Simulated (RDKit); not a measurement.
A run for RDKit: MMFF94 on NH3 (SMILES N).

```python
from rdkit import Chem
from rdkit.Chem import AllChem, rdDetermineBonds

blocks = [
'''4

N     0.00000000   -0.00002166    0.27906864
H    -0.00000000    0.94280068   -0.09306197
H     0.81651180   -0.47143951   -0.09305334
H    -0.81651180   -0.47143951   -0.09305334
''',
]
mol = None
for b in blocks:
    f = Chem.MolFromXYZBlock(b)
    rdDetermineBonds.DetermineBonds(f, charge=0)
    mol = f if mol is None else Chem.CombineMols(mol, f)
Chem.SanitizeMol(mol)
print(Chem.MolToSmiles(Chem.RemoveHs(mol)))
ff = AllChem.MMFFGetMoleculeForceField(mol, AllChem.MMFFGetMoleculeProperties(mol), nonBondedThresh=100.0, ignoreInterfragInteractions=False)
e = ff.CalcEnergy()
print(f'MMFF94 energy {e:.6f} kcal/mol')
```

The log:

```
N
MMFF94 energy 0.089140 kcal/mol
```

The run finished.

Cost: around 0.05 core-seconds (rough).
